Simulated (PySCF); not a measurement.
OSi, charge +1, doublet, geometry from GFN2-xTB (a state made from the parent by changing its charge; the spin is typed, not shown lowest); CCSD/STO-3G run with PySCF.

PySCF was given this input:
```python
from pyscf import gto, scf, cc

mol = gto.Mole()
mol.atom = '''
    Si   -0.00000000   -0.00000000   -0.54024550
    O     0.00000000    0.00000000    0.94542963
'''
mol.basis = 'sto-3g'
mol.charge = 1
mol.spin = 1
mol.verbose = 4
mol.build()

mf = scf.UHF(mol)
mf.kernel()

mycc = cc.CCSD(mf)
mycc.kernel()
print('E(CCSD) = %.10f' % mycc.e_tot)
```

Question: Write the output that PySCF gives for this input, abridged.

Answer: 
```
PySCF version 2.14.0

[INPUT] verbose = 4
[INPUT] num. atoms = 2
[INPUT] num. electrons = 21
[INPUT] charge = 1
[INPUT] spin (= nelec alpha-beta = 2S) = 1
[INPUT] symmetry False subgroup None
[INPUT] Mole.unit = angstrom
[INPUT] Symbol           X                Y                Z      unit          X                Y                Z       unit  Magmom
[INPUT]  1 Si     0.000000000000   0.000000000000  -0.540245500000 AA    0.000000000000   0.000000000000  -1.020916035029 Bohr   0.0
[INPUT]  2 O      0.000000000000   0.000000000000   0.945429630000 AA    0.000000000000   0.000000000000   1.786603070749 Bohr   0.0

nuclear repulsion = 39.8928718844745
number of shells = 8
number of NR pGTOs = 42
number of NR cGTOs = 14
basis = sto-3g
ecp = {}

******** <class 'pyscf.scf.uhf.UHF'> ********
method = UHF
initial guess = minao
damping factor = 0
level_shift factor = 0
DIIS = <class 'pyscf.scf.diis.CDIIS'>
diis_start_cycle = 1
diis_space = 8
diis_damp = 0
SCF conv_tol = 1e-09
SCF conv_tol_grad = None
SCF max_cycles = 50
direct_scf = True
direct_scf_tol = 1e-13
number electrons alpha = 11  beta = 10
Set gradient conv threshold to 3.16228e-05
init E= -359.111980609737

cycle= 1 E= -358.922870922364  delta_E= 0.189  |g|= 0.472  |ddm|=  1.6
cycle= 2 E= -358.643969423706  delta_E= 0.279  |g|= 0.946  |ddm|= 1.58
cycle= 3 E= -359.132503554874  delta_E= -0.489  |g|= 0.0872  |ddm|= 0.849
cycle= 4 E= -359.143673158982  delta_E= -0.0112  |g|= 0.0361  |ddm|= 0.216
cycle= 5 E= -359.147057553073  delta_E= -0.00338  |g|= 0.0327  |ddm|= 0.09
cycle= 6 E= -359.156757665848  delta_E= -0.0097  |g|= 0.0223  |ddm|= 0.307
cycle= 7 E= -359.160315346599  delta_E= -0.00356  |g|= 0.00619  |ddm|= 0.306
cycle= 8 E= -359.160141591753  delta_E= 0.000174  |g|= 0.0083  |ddm|= 0.0982
cycle= 9 E= -359.160406260892  delta_E= -0.000265  |g|= 0.00273  |ddm|= 0.0512
cycle= 10 E= -359.16038108067  delta_E= 2.52e-05  |g|= 0.00405  |ddm|= 0.0171
cycle= 11 E= -359.160443675007  delta_E= -6.26e-05  |g|= 0.000298  |ddm|= 0.03
cycle= 12 E= -359.160443835194  delta_E= -1.6e-07  |g|= 0.000121  |ddm|= 0.000803
cycle= 13 E= -359.160443889005  delta_E= -5.38e-08  |g|= 4.48e-05  |ddm|= 0.00139
cycle= 14 E= -359.160443897431  delta_E= -8.43e-09  |g|= 3.64e-06  |ddm|= 0.000391
cycle= 15 E= -359.160443897469  delta_E= -3.88e-11  |g|= 3.89e-07  |ddm|= 2.87e-05
Extra cycle  E= -359.16044389747  delta_E= -6.25e-13  |g|= 2.58e-07  |ddm|= 1e-06
converged SCF energy = -359.16044389747  <S^2> = 0.78734181  2S+1 = 2.0369996

******** <class 'pyscf.cc.uccsd.UCCSD'> ********
CC2 = 0
CCSD nocc = (np.int64(11), np.int64(10)), nmo = (14, 14)
max_cycle = 50
direct = 0
conv_tol = 1e-07
conv_tol_normt = 1e-06
diis_space = 6
diis_start_cycle = 0
diis_start_energy_diff = 1e+09
Init t2, MP2 energy = -0.0828292200834904
Init E_corr(UCCSD) = -0.0828292200836032
cycle = 1  E_corr(UCCSD) = -0.080806174437357  dE = 0.00202304565  norm(t1,t2) = 0.146261
cycle = 2  E_corr(UCCSD) = -0.0961257472431305  dE = -0.0153195728  norm(t1,t2) = 0.0715526
cycle = 3  E_corr(UCCSD) = -0.096241972713283  dE = -0.00011622547  norm(t1,t2) = 0.057426
cycle = 4  E_corr(UCCSD) = -0.110525291903317  dE = -0.0142833192  norm(t1,t2) = 0.0439483
cycle = 5  E_corr(UCCSD) = -0.112162935505155  dE = -0.0016376436  norm(t1,t2) = 0.0174439
cycle = 6  E_corr(UCCSD) = -0.113906724562834  dE = -0.00174378906  norm(t1,t2) = 0.00667075
cycle = 7  E_corr(UCCSD) = -0.114035098429721  dE = -0.000128373867  norm(t1,t2) = 0.00338594
cycle = 8  E_corr(UCCSD) = -0.114019408295937  dE = 1.56901338e-05  norm(t1,t2) = 0.0013416
cycle = 9  E_corr(UCCSD) = -0.114061539061481  dE = -4.21307655e-05  norm(t1,t2) = 0.000571773
cycle = 10  E_corr(UCCSD) = -0.114068515381063  dE = -6.97631958e-06  norm(t1,t2) = 0.000249662
cycle = 11  E_corr(UCCSD) = -0.114055644492089  dE = 1.2870889e-05  norm(t1,t2) = 0.00014779
cycle = 12  E_corr(UCCSD) = -0.114046345107724  dE = 9.29938436e-06  norm(t1,t2) = 7.67137e-05
cycle = 13  E_corr(UCCSD) = -0.114044299030731  dE = 2.04607699e-06  norm(t1,t2) = 3.74227e-05
cycle = 14  E_corr(UCCSD) = -0.114047186659367  dE = -2.88762864e-06  norm(t1,t2) = 2.3123e-05
cycle = 15  E_corr(UCCSD) = -0.11404844185945  dE = -1.25520008e-06  norm(t1,t2) = 1.07078e-05
cycle = 16  E_corr(UCCSD) = -0.114048491681501  dE = -4.98220511e-08  norm(t1,t2) = 3.62109e-06
cycle = 17  E_corr(UCCSD) = -0.114048565370932  dE = -7.36894309e-08  norm(t1,t2) = 1.30663e-06
cycle = 18  E_corr(UCCSD) = -0.114048577740902  dE = -1.23699706e-08  norm(t1,t2) = 3.09416e-07
UCCSD converged
E(UCCSD) = -359.2744924752109  E_corr = -0.1140485777409023
E(CCSD) = -359.2744924752
```
